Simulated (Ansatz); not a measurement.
One geometry of CH$_{7}$NSi$_{2}$ (`C1[SiH2]N[SiH2]1`), several functionals.

```yaml
crystal:
  periodic: [false, false, false]
  atoms:
    - {symbol: C, position_ang: [-1.086057, -0.097894, -0.506884]}
    - {symbol: Si, position_ang: [-0.346369, -0.297650, 1.215571]}
    - {symbol: N, position_ang: [1.209324, 0.097159, 0.562566]}
    - {symbol: Si, position_ang: [0.665858, 0.313564, -1.068473]}
    - {symbol: H, position_ang: [-1.806161, 0.714078, -0.608721]}
    - {symbol: H, position_ang: [-1.507417, -1.006657, -0.936815]}
    - {symbol: H, position_ang: [-0.447354, -1.665212, 1.800074]}
    - {symbol: H, position_ang: [-0.850944, 0.657133, 2.243132]}
    - {symbol: H, position_ang: [2.116815, 0.173730, 0.985214]}
    - {symbol: H, position_ang: [1.260540, -0.633945, -2.053690]}
    - {symbol: H, position_ang: [0.857266, 1.688594, -1.611372]}
basis:
  gaussian: {orbitals: def2-TZVPP}
hamiltonian: {xc: {name: B2PLYP}}
```

```sh
$ ansatz run in.yaml --threads 2 --pin off --events-out ev --progress --plain --max-ram 4352MiB
```

Output, abridged:

```
Functional definition: B2PLYP
1394 factors; integrals over basis functions are off by at most 1.1e-3 eV
mean field evaluation 1: about -18377.0774 eV, gradient 6.2e1 eV
mean field evaluation 2: about -18377.2182 eV, gradient 6.2e1 eV
mean field evaluation 4: about -18384.7255 eV, gradient 6.2e0 eV
mean field evaluation 8: about -18384.8148 eV, gradient 4.1e-1 eV
mean field evaluation 16: about -18384.8152 eV, gradient 2.9e-5 eV
mean field -18384.81515855 eV, -675.6294954014 hartree, gradient 4.4e-6 eV, S^2 0.000000; 0 other end points of the search recorded, 0 dependent functions left out
12 core orbitals not correlated: weight in the atoms' cores, before any rotation towards them, 1.000 or more for the frozen orbitals, at most 0.000 for the correlated occupied ones
reference -18384.81533422 eV, -675.6295018570 hartree; 12, 12 occupied and 220, 220 virtual orbitals, 1394 factors
second order -20.76351067 eV of doubles, -0.00000000 eV of singles
Total energy: -18390.42148210 eV, -675.8355239916 hartree
```

It took 9 s on 2 threads of an Arm Neoverse V2 on a shared host, with 0.61 GiB of host memory at the peak.

With the line `hamiltonian: {xc: pbe0, dispersion: d4}` (abridged; 5.5 s):

```
Functional definition: PBE0
mean field evaluation 16: about -18389.4823 eV, gradient 2.3e-5 eV
mean field -18389.48226505 eV, -675.8010084020 hartree, gradient 2.3e-5 eV, S^2 0.000000
Total energy: -18389.70240161 eV, -675.8090982713 hartree
```

The same input with `hamiltonian: {xc: {name: LC-wPBE}}` (abridged; 4.5 s):

```
Functional definition: LC-wPBE
mean field evaluation 16: about -18392.8137 eV, gradient 1.6e-5 eV
mean field -18392.81370184 eV, -675.9234364458 hartree, gradient 1.7e-5 eV, S^2 0.000000
Total energy: -18392.81370185 eV, -675.9234364461 hartree
```

The same input with `hamiltonian: {xc: {name: B3LYP}, dispersion: d4}` and forces (abridged; 8 s):

```
Functional definition: B3LYP
mean field -18400.53221850 eV, -676.2070867011 hartree, gradient 2.3e-5 eV, S^2 0.000000
Total energy: -18400.95810851 eV, -676.2227378702 hartree
Atom 0 force    -0.127783    -0.009380    -0.059125 eV/Å
Atom 1 force    -0.120410    -0.082726     0.317433 eV/Å
Atom 2 force     0.068852     0.006024     0.032033 eV/Å
Atom 3 force     0.154257     0.083073    -0.302342 eV/Å
Atom 4 force     0.027182    -0.061776    -0.004508 eV/Å
Atom 5 force     0.006025     0.064767     0.020028 eV/Å
Atom 6 force     0.004189     0.085504    -0.032712 eV/Å
Atom 7 force     0.029789    -0.061540    -0.061380 eV/Å
Atom 8 force     0.004713     0.000818     0.002374 eV/Å
Atom 9 force    -0.035994     0.061275     0.057905 eV/Å
Atom 10 force    -0.010822    -0.086039     0.030294 eV/Å
Dipole moment:     0.068599     0.005819     0.031956 e Å
```

Changing it to `hamiltonian: {xc: pbe, dispersion: d4}` and forces (abridged; 4.4 s):

```
Functional definition: PBE
mean field evaluation 16: about -18387.4604 eV, gradient 7.5e-5 eV
mean field -18387.46042028 eV, -675.7267069769 hartree, gradient 1.2e-5 eV, S^2 0.000000
Total energy: -18387.72259584 eV, -675.7363417510 hartree
Atom 0 force    -0.041278    -0.002189    -0.018864 eV/Å
Atom 1 force    -0.167788    -0.058154     0.145929 eV/Å
Atom 2 force     0.109547     0.009660     0.051052 eV/Å
Atom 3 force    -0.002921     0.041346    -0.226083 eV/Å
Atom 4 force    -0.145628     0.145135    -0.025720 eV/Å
Atom 5 force    -0.090994    -0.165007    -0.084460 eV/Å
Atom 6 force    -0.017055    -0.154200     0.067495 eV/Å
Atom 7 force    -0.062126     0.105450     0.116462 eV/Å
Atom 8 force     0.335203     0.028699     0.156289 eV/Å
Atom 9 force     0.064228    -0.105087    -0.115963 eV/Å
Atom 10 force     0.018813     0.154346    -0.066138 eV/Å
Dipole moment:     0.067558     0.005726     0.031470 e Å
```

With the line `hamiltonian: {xc: {name: revPBE}, dispersion: d4}` (abridged; 3.4 s):

```
Functional definition: revPBE
mean field evaluation 16: about -18394.9674 eV, gradient 6.6e-5 eV
mean field -18394.96744673 eV, -676.0025851106 hartree, gradient 6.6e-5 eV, S^2 0.000000
Total energy: -18395.74766314 eV, -676.0312575348 hartree
```

B3LYP takes the VWN-RPA correlation (the form of Gaussian; ORCA's B3LYP/G).
